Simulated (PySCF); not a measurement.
Gas-phase reaction: 2 SnHF₃ + 2 SnF₃ + Cl₂ → SnH₂Cl₂ + 3 SnF₄

Energies from PySCF, thermal terms from the rigid-rotor harmonic-oscillator model, ideal gas at 1 bar. † marks an energy on the PBE0/def2-TZVP geometry and frequencies; other levels use their own. CCSD(T) freezes the core. Open shells (unrestricted): SnF₃ (multiplicity 2); the rest are closed-shell singlets. Sn: scalar-relativistic def2 core potential, no spin-orbit coupling. SnHF₃, SnF₃, SnH₂Cl₂: computed as isolated molecules; such fragments, hydroxides, amides, oligomers or adducts are transient or little studied in the gas. CCSD(T) isn't extrapolated to the basis-set limit; its ΔH°(298 K) is -438.2 kJ in def2-SVP and -431.4 kJ in def2-TZVPP. The harmonic model lacks anharmonicity and excited electronic states, which grow with temperature; levels with a mode under 35 cm⁻¹ are left out. Soft modes under 120 cm⁻¹ make the harmonic entropy rough for SnH₂Cl₂.

| level | ΔE electronic, kJ | ΔH°(298 K), kJ | ΔS°(298 K), J/K | ΔG°(600 K), kJ |
|---|---|---|---|---|
| BLYP/def2-TZVP† | -317 | -310 | -191 | -196 |
| CCSD(T)/def2-SVP† | -445 | -438 | -191 | -324 |
| CCSD(T)/def2-TZVPP† | -438 | -431 | -191 | -317 |
| M06-2X/def2-TZVP† | -405 | -399 | -191 | -284 |
| PBE/def2-SVP | -365 | -358 | -190 | -245 |
| LDA/def2-TZVP† | -382 | -375 | -191 | -261 |
ΔH° is lowest at CCSD(T)/def2-SVP† and highest at BLYP/def2-TZVP†. No reference value is set beside these.
